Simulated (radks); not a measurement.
Results of a calculation; reference values are marked as such.
Valence configurations of the platinum ion Pt+ (all share [Xe]). Level of theory: Dirac Kohn-Sham, LDA (Slater exchange, Perdew-Wang correlation), spin-unpolarised, spherical densities, point nucleus; open shells are shared between the two j in proportion to 2j + 1 (a radial shooting solver on a logarithmic mesh with Libxc functionals). Energies are relative to 4f14 5d9; eigenvalues in eV.

valence               E (eV)  e(4f5/2)  e(4f7/2)  e(5d3/2)  e(5d5/2)  e(6p1/2)
4f14 5d9               0.000   -80.480   -77.022   -15.447   -14.065         -
4f14 5d8.5 6s0.5       0.810   -82.024   -78.566   -16.532   -15.108         -
4f14 5d8 6s1           1.892   -83.633   -80.174   -17.655   -16.189         -
4f14 5d8 6p1           8.704   -85.318   -81.860   -19.213   -17.725    -9.322
4f14 5d7 6p2          19.677   -90.317   -86.856   -22.984   -21.389   -10.799
4f13 5d10             68.816   -91.526   -87.952   -16.588   -15.063         -
4f13 5d9 6p1          78.659   -96.599   -93.024   -20.583   -18.951    -9.405
4f13 5d8 6s1 6p1      83.280   -100.17   -96.593   -23.061   -21.340   -10.117
4f12.5 5d8 6s1 6p1.5  129.69   -108.76   -105.13   -25.889   -24.039   -10.943
4f12 5d9 6p2          172.30   -113.64   -109.94   -26.095   -24.208   -11.046

NIST lists [Xe] 4f14 5d9 as the ground configuration; this level of theory agrees among the configurations tried. The energies are those of spherical spin-averaged densities, not of single terms.
